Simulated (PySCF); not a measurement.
GeHO, charge +1, multiplicity 1.

```xyz
3

O      0.0000     0.0000     1.2756
Ge     0.0000     0.0000    -0.3889
H      0.0000     0.0000     2.2400
```
Charge +1, spin multiplicity 1.

Geometry: ωB97X-D3(BJ)/def2-TZVP. The isomer is the one that the SMILES or the coordinates give; other isomers of the formula were not compared.

The numbers are results of PBE0/pcSseg-2 (PySCF), not measurements. Non-relativistic, no solvent.

Computed absolute GIAO shielding of each atom: isotropic value and principal components (ppm):
```json
[
 {"atom": "O1", "σ(iso)": "120.2", "σ11": "-29.4", "σ22": "-29.4", "σ33": "419.6", "span": "449.1"},
 {"atom": "Ge2", "σ(iso)": "1804.5", "σ11": "1329.1", "σ22": "1329.1", "σ33": "2755.5", "span": "1426.4"},
 {"atom": "H3", "σ(iso)": "25.8", "σ11": "16.6", "σ22": "16.6", "σ33": "44.4", "span": "27.8"}
]
```
